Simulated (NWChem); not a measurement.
System: C2H2ClF; SMILES F/C=C\Cl

Output (shortened):

```
             Northwest Computational Chemistry Package (NWChem) 7.3.0
             --------------------------------------------------------

 CS  symmetry detected

                             Geometry "geometry" -> ""
                             -------------------------

 Output coordinates in angstroms (scale by  1.889725989 to convert to a.u.)

  No.       Tag          Charge          X              Y              Z
 ---- ---------------- ---------- -------------- -------------- --------------
    1 F                    9.0000     0.73090847     1.64098030     0.00000000
    2 C                    6.0000    -0.53423297     1.20917088     0.00000000
    3 C                    6.0000    -0.86952068    -0.07674550     0.00000000
    4 Cl                  17.0000     0.29518620    -1.36392434     0.00000000
    5 H                    1.0000    -1.26731283     2.00993136     0.00000000
    6 H                    1.0000    -1.90650693    -0.38659261     0.00000000

 Effective nuclear repulsion energy (a.u.)     144.6116706892

      Symmetry information
      --------------------

 Group name             Cs
 Group number              2
 Group order               2
 No. of unique centers     6

                                Z-matrix (autoz)
                                --------

 Units are Angstrom for bonds and degrees for angles

      Type          Name      I     J     K     L     M      Value
      ----------- --------  ----- ----- ----- ----- ----- ----------
    1 Stretch                  1     2                       1.33680
    2 Stretch                  2     3                       1.32891
    3 Stretch                  2     5                       1.08564
    4 Stretch                  3     4                       1.73591
    5 Stretch                  3     6                       1.08229
    6 Bend                     1     2     3               123.45928
    7 Bend                     1     2     5               113.62802
    8 Bend                     2     3     4               123.24572
    9 Bend                     2     3     6               121.24976
   10 Bend                     3     2     5               122.91270
   11 Bend                     4     3     6               115.50452
   12 Torsion                  1     2     3     4           0.00000
   13 Torsion                  1     2     3     6         180.00000
   14 Torsion                  4     3     2     5         180.00000
   15 Torsion                  5     2     3     6           0.00000

                           NWChem Geometry Optimization
                           ----------------------------

 maximum gradient threshold         (gmax) =   0.000450
 rms gradient threshold             (grms) =   0.000300
 maximum cartesian step threshold   (xmax) =   0.001800
 rms cartesian step threshold       (xrms) =   0.001200
 fixed trust radius                (trust) =   0.300000
 source of zmatrix                         =   autoz

          -------------------
          Energy Minimization
          -------------------

 Using diagonal initial Hessian
 Scaling for Hessian diagonals: bonds = 1.00  angles = 0.25  torsions = 0.10

          --------
          Step   0

                                 NWChem DFT Module
                                 -----------------

 Summary of "ao basis" -> "ao basis" (spherical)
 ------------------------------------------------------------------------------
       Tag                 Description            Shells   Functions and Types
 ---------------- ------------------------------  ------  ---------------------
 F                          def2-svp                 6       14   3s2p1d
 C                          def2-svp                 6       14   3s2p1d
 Cl                         def2-svp                 8       18   4s3p1d
 H                          def2-svp                 3        5   2s1p

      Symmetry analysis of basis
      --------------------------

        a'         51
        a"         19

            General Information
            -------------------
          SCF calculation type: DFT
          Wavefunction type:  closed shell.
          No. of atoms     :     6
          No. of electrons :    40
           Alpha electrons :    20
            Beta electrons :    20
          Charge           :     0
          Spin multiplicity:     1
          Use of symmetry is: on ; symmetry adaption is: on
          Maximum number of iterations: 150
          AO basis - number of functions:    70
                     number of shells:    32
          Convergence on energy requested:  1.00D-06
          Convergence on density requested:  1.00D-05
          Convergence on gradient requested:  5.00D-04

              XC Information
              --------------
                     Hartree-Fock (Exact) Exchange  1.000
                   CAM-Becke88 Exchange Functional  1.000
                      VWN V Correlation Functional  0.190 local
              Lee-Yang-Parr Correlation Functional  0.810

           Range-Separation Parameters
           ---------------------------
           Alpha           :  0.19
           Beta            :  0.46
           Gamma           :  0.33
           Short-Range HF  :     F

             Grid Information
             ----------------
          Grid used for XC integration:  medium
          Radial quadrature: Mura-Knowles
          Angular quadrature: Lebedev.
          Tag              B.-S. Rad. Rad. Pts. Rad. Cut. Ang. Pts.
          ---              ---------- --------- --------- ---------
          F                   0.50       49           9.0       434
          C                   0.70       49           8.0       434
          Cl                  1.00       88          10.0       590
          H                   0.35       45          10.0       434
          Grid pruning is: on
          Number of quadrature shells:   325
          Spatial weights used:  Erf1

      Superposition of Atomic Density Guess
      -------------------------------------

 Sum of atomic energies:        -634.86420964

      Non-variational initial energy
      ------------------------------

 Total energy =    -636.365713
 1-e energy   =   -1163.359223
 2-e energy   =     382.381839
 HOMO         =      -0.261633
 LUMO         =       0.061689

      Symmetry analysis of molecular orbitals - initial
      -------------------------------------------------

  Numbering of irreducible representations:

     1 a'          2 a"

  Orbital symmetries:

     1 a'          2 a'          3 a'          4 a'          5 a'
     6 a'          7 a'          8 a"          9 a'         10 a'
    11 a'         12 a'         13 a'         14 a"         15 a'
    16 a'         17 a'         18 a"         19 a'         20 a"
    21 a"         22 a'         23 a'         24 a'         25 a'
    26 a'         27 a'         28 a'         29 a'         30 a"

   convergence    iter        energy       DeltaE   RMS-Dens  Diis-err
 ---------------- ----- ----------------- --------- --------- ---------
 d= 0,ls=0.0,diis     1   -637.0167456530 -7.82D+02  1.43D-02  5.73D-01
 d= 0,ls=0.0,diis     2   -637.0387171247 -2.20D-02  7.26D-03  4.21D-01
 d= 0,ls=0.0,diis     3   -637.0789393982 -4.02D-02  1.54D-03  3.05D-02
 d= 0,ls=0.0,diis     4   -637.0813911525 -2.45D-03  5.12D-04  2.12D-03
 d= 0,ls=0.0,diis     5   -637.0815973893 -2.06D-04  1.43D-04  1.01D-04
  Resetting Diis
 d= 0,ls=0.0,diis     6   -637.0816095727 -1.22D-05  5.04D-05  1.16D-05
 d= 0,ls=0.0,diis     7   -637.0816109765 -1.40D-06  2.47D-05  1.76D-06
 d= 0,ls=0.0,diis     8   -637.0816109161  6.03D-08  1.34D-05  2.41D-06
 d= 0,ls=0.0,diis     9   -637.0816111963 -2.80D-07  1.90D-06  1.42D-08

         Total DFT energy =     -637.081611196270
      One electron energy =    -1165.242840398555
           Coulomb energy =      433.754938761655
    Exchange-Corr. energy =      -50.205380248604
 Nuclear repulsion energy =      144.611670689234

 Numeric. integr. density =       40.000003415362

                  Occupations of the irreducible representations
                  ----------------------------------------------

                     irrep           alpha         beta
                     --------     --------     --------
                     a'               16.0         16.0
                     a"                4.0          4.0

                       DFT Final Molecular Orbital Analysis
                       ------------------------------------

[...]

      ----------------------
      Optimization converged
      ----------------------

  Step       Energy      Delta E   Gmax     Grms     Xrms     Xmax
  ---- ---------------- -------- -------- -------- -------- --------
@    5    -637.08194717 -3.6D-08  0.00001  0.00000  0.00010  0.00022
                                     ok       ok       ok       ok

                                Z-matrix (autoz)
                                --------

 Units are Angstrom for bonds and degrees for angles

      Type          Name      I     J     K     L     M      Value     Gradient
      ----------- --------  ----- ----- ----- ----- ----- ---------- ----------
    1 Stretch                  1     2                       1.32361   -0.00000
    2 Stretch                  2     3                       1.32682   -0.00001
    3 Stretch                  2     5                       1.09311   -0.00001
    4 Stretch                  3     4                       1.72176   -0.00000
    5 Stretch                  3     6                       1.08977   -0.00001
    6 Bend                     1     2     3               123.25091   -0.00000
    7 Bend                     1     2     5               113.97852    0.00000
    8 Bend                     2     3     4               123.03875   -0.00000
    9 Bend                     2     3     6               120.71969    0.00000
   10 Bend                     3     2     5               122.77057   -0.00000
   11 Bend                     4     3     6               116.24156    0.00000
   12 Torsion                  1     2     3     4           0.00000    0.00000
   13 Torsion                  1     2     3     6         180.00000    0.00000
   14 Torsion                  4     3     2     5         180.00000    0.00000
   15 Torsion                  5     2     3     6           0.00000    0.00000

                         Geometry "geometry" -> "geometry"
                         ---------------------------------

 Output coordinates in angstroms (scale by  1.889725989 to convert to a.u.)

  No.       Tag          Charge          X              Y              Z
 ---- ---------------- ---------- -------------- -------------- --------------
    1 F                    9.0000     0.72470593     1.62886665     0.00000000
    2 C                    6.0000    -0.52931571     1.20534232     0.00000000
    3 C                    6.0000    -0.86352796    -0.07869230     0.00000000
    4 Cl                  17.0000     0.29683256    -1.35070371     0.00000000
    5 H                    1.0000    -1.26977895     2.00946166     0.00000000
    6 H                    1.0000    -1.91039461    -0.38145454     0.00000000

 Effective nuclear repulsion energy (a.u.)     145.5153556706

      Symmetry information
      --------------------

 Group name             Cs
 Group number              2
 Group order               2
 No. of unique centers     6

                Final and change from initial internal coordinates
                --------------------------------------------------

                                Z-matrix (autoz)
                                --------

 Units are Angstrom for bonds and degrees for angles

      Type          Name      I     J     K     L     M      Value       Change
      ----------- --------  ----- ----- ----- ----- ----- ---------- ----------
    1 Stretch                  1     2                       1.32361   -0.01319
    2 Stretch                  2     3                       1.32682   -0.00209
    3 Stretch                  2     5                       1.09311    0.00747
    4 Stretch                  3     4                       1.72176   -0.01415
    5 Stretch                  3     6                       1.08977    0.00748
    6 Bend                     1     2     3               123.25091   -0.20837
    7 Bend                     1     2     5               113.97852    0.35050
    8 Bend                     2     3     4               123.03875   -0.20697
    9 Bend                     2     3     6               120.71969   -0.53007
   10 Bend                     3     2     5               122.77057   -0.14213
   11 Bend                     4     3     6               116.24156    0.73703
   12 Torsion                  1     2     3     4           0.00000    0.00000
   13 Torsion                  1     2     3     6         180.00000    0.00000
   14 Torsion                  4     3     2     5         180.00000    0.00000
   15 Torsion                  5     2     3     6           0.00000    0.00000

[...]

 Rotational Constants
 --------------------
 A=   0.553651 cm-1  (  0.796562 K)
 B=   0.124033 cm-1  (  0.178452 K)
 C=   0.101332 cm-1  (  0.145791 K)

 Temperature                      =   298.15K
 frequency scaling parameter      =   1.0000

 Zero-Point correction to Energy  =   22.710 kcal/mol  (  0.036190 au)
 Thermal correction to Energy     =   25.231 kcal/mol  (  0.040208 au)
 Thermal correction to Enthalpy   =   25.823 kcal/mol  (  0.041151 au)

 Total Entropy                    =   67.854 cal/mol-K
   - Translational                =   39.035 cal/mol-K (mol. weight =  79.9829)
   - Rotational                   =   24.942 cal/mol-K (symmetry #  =        1)
   - Vibrational                  =    3.877 cal/mol-K

 Cv (constant volume heat capacity) =   12.333 cal/mol-K
   - Translational                  =    2.979 cal/mol-K
   - Rotational                     =    2.979 cal/mol-K
   - Vibrational                    =    6.374 cal/mol-K

[normal modes left out]

 ----------------------------------------------------------------------------
 Normal Eigenvalue ||           Projected Infra Red Intensities
  Mode   [cm**-1]  || [atomic units] [(debye/angs)**2] [(KM/mol)] [arbitrary]
 ------ ---------- || -------------- ----------------- ---------- -----------
    1       -0.000 ||    0.000566           0.013         0.552       0.307
    2       -0.000 ||    0.000702           0.016         0.684       0.380
    3        0.000 ||    0.000825           0.019         0.804       0.447
    4        0.000 ||    0.004299           0.099         4.191       2.331
    5        0.000 ||    0.000046           0.001         0.045       0.025
    6        0.000 ||    0.000535           0.012         0.522       0.290
    7      199.038 ||    0.001342           0.031         1.308       0.728
    8      466.096 ||    0.006590           0.152         6.424       3.573
    9      675.669 ||    0.024416           0.563        23.802      13.239
   10      769.129 ||    0.039364           0.908        38.374      21.344
   11      837.007 ||    0.019316           0.446        18.830      10.474
   12      927.708 ||    0.000034           0.001         0.033       0.018
   13     1109.610 ||    0.078879           1.820        76.895      42.770
   14     1275.237 ||    0.049264           1.137        48.025      26.712
   15     1372.974 ||    0.025890           0.597        25.239      14.038
   16     1778.248 ||    0.067206           1.551        65.516      36.441
   17     3223.132 ||    0.005625           0.130         5.483       3.050
   18     3259.514 ||    0.007067           0.163         6.890       3.832
 ----------------------------------------------------------------------------
```

Level: CAM-B3LYP/def2-SVP. 

**Question.** Reconstruct the input file.

**Answer.** Several could match; the one computed here: the input that was run:
```
start job
memory heap 200 mb stack 900 mb global 1100 mb
geometry units angstroms
  F      0.730700     1.641785     0.000000
  C     -0.532560     1.204502     0.000000
  C     -0.862277    -0.082854     0.000000
  Cl     0.307992    -1.364978     0.000000
  H     -1.269100     2.002081     0.000000
  H     -1.897912    -0.397188     0.000000
end
basis spherical
  F library def2-svp
  C library def2-svp
  Cl library def2-svp
  H library def2-svp
end
dft
  xc xcamb88 1.00 lyp 0.81 vwn_5 0.19 hfexch 1.00
  cam 0.33 cam_alpha 0.19 cam_beta 0.46
  iterations 150
end
driver
  maxiter 120
end
task dft optimize
task dft freq
```
